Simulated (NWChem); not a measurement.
System: C₂H₃AuFN; SMILES [F][Au]<-[C-]#[N+]C

Input file for NWChem:

```
start job
memory heap 200 mb stack 900 mb global 1100 mb
geometry units angstroms noautoz
  Au    -0.170365     0.368093    -0.386141
  F     -0.753499     1.634819    -1.718181
  C      1.186326    -2.553620     2.695034
  N      0.756277    -1.634051     1.722510
  C      0.401592    -0.870066     0.917078
  H      1.131223    -2.096144     3.693552
  H      2.225469    -2.852575     2.494641
  H      0.546276    -3.447661     2.675432
end
basis spherical
  * library def2-svp
end
ecp
  Au library def2-ecp
end
dft
  xc rpbe cpbe96
  iterations 150
  mulliken
end
task dft energy
```

All runs use the structure optimised with PBE0/def2-SVP. No frequency run checked for a minimum. def2 effective core potentials on Au; no spin-orbit coupling.

Question: What results follow from this input? (RPBE/def2-SVP with def2 effective core potentials on Au.) Quantities: energy (Ha); highest occupied level (eV); orbital gap (eV); dipole (D).

Answer: 
```json
{
 "energy (Ha)": "-368.27",
 "highest occupied level (eV)": "-6.13",
 "orbital gap (eV)": "4.46",
 "dipole (D)": "8.45"
}
```
